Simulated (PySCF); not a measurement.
## Radial density of N (nitrogen, neutral)

UHF, [He] 2s2 2p3, high-spin 4S determinant. Calculation: PySCF 2.14, in def2-TZVP; no relativity, point nucleus.

| r (bohr) | 4πr²ρ (e/bohr) | 4πr²(ρα − ρβ) |
| --- | --- | --- |
| 0.00322 | 0.02567 | 0.0000 |
| 0.00542 | 0.07064 | 0.0000 |
| 0.00912 | 0.1893 | 0.0001 |
| 0.0153 | 0.4916 | 0.0003 |
| 0.0258 | 1.201 | 0.0010 |
| 0.0434 | 2.664 | 0.0028 |
| 0.0730 | 5.005 | 0.0095 |
| 0.123 | 7.166 | 0.0378 |
| 0.207 | 6.601 | 0.1519 |
| 0.347 | 3.355 | 0.5513 |
| 0.585 | 2.436 | 1.4190 |
| 0.983 | 3.500 | 2.0198 |
| 1.65 | 2.136 | 1.2224 |
| 2.78 | 0.3824 | 0.2339 |
| 4.68 | 0.01278 | 0.0096 |
